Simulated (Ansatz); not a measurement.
`BBC[SiH3]` + `NBF` → `FBN[SiH3]` + `BBC` at 700 K and 1 bar (ligand exchange at the Si–C bond).

Gas-phase electronic energies from Ansatz, PBE0-D4/def2-TZVP geometries. CCSD(T)/CBS adds triple-zeta CCSD(T) − MP2 to the extrapolated MP2 energy (def2 sets, frozen cores). This one scheme is used for every species. One conformer a species, not always the lowest.

```csv
species,CCSD(T)/CBS energy (Eh),H − E (kJ/mol),S (J/(mol·K))
`BBC[SiH3]`,-381.48606,304.4,470.3
`NBF`,-181.19761,153.7,318.4
`FBN[SiH3]`,-471.49367,218.0,416.5
`BBC`,-91.20122,237.7,381.9
```

H − E and S are ideal-gas, rigid-rotor, harmonic terms from PBE0-D4/def2-TZVP, for one conformer and one mirror image of each species. 1 Eh = 2625.50 kJ/mol, R = 8.31446 J/(mol·K).

Task: By hand: ΔE, ΔH, ΔS and ΔG.

Result: ΔE = (-471.49367) + (-91.20122) − (-381.48606) − (-181.19761) = -0.01122 Eh = -29.5 kJ/mol. Δ(H − E) = 218.0 + 237.7 − 304.4 − 153.7 = -2.4, so ΔH = -31.9 kJ/mol. ΔS = 416.5 + 381.9 − 470.3 − 318.4 = 9.7 J/(mol·K). ΔG = -31.9 − 700 × (9.7)/1000 = -38.7 kJ/mol.

Task: By hand: the equilibrium constant, and the temperature at which ΔG would vanish if ΔH and ΔS stayed fixed.

Result: log₁₀ K = −ΔG/(RT ln 10) = 2.9. ΔH and −TΔS have one sign here, so there is no such temperature.

The number of gas molecules stays the same, so ΔS is small and ΔH decides. A doubt of 5 kJ/mol in ΔE shifts log₁₀ K by 0.4 here. Other conformers and mirror images would add mixing entropy, several J/(mol·K) or more a flexible species. Modes under 60 cm⁻¹, often nearly free rotors, make the harmonic entropy too high. These are equilibria of isolated gas molecules and say nothing of rates. Largest T1 diagnostic: 0.012 (customary marks: 0.02 for closed shells, 0.045 for open ones).

ΔS is within the doubt of such terms, so its sign, and with it that verdict, could turn.
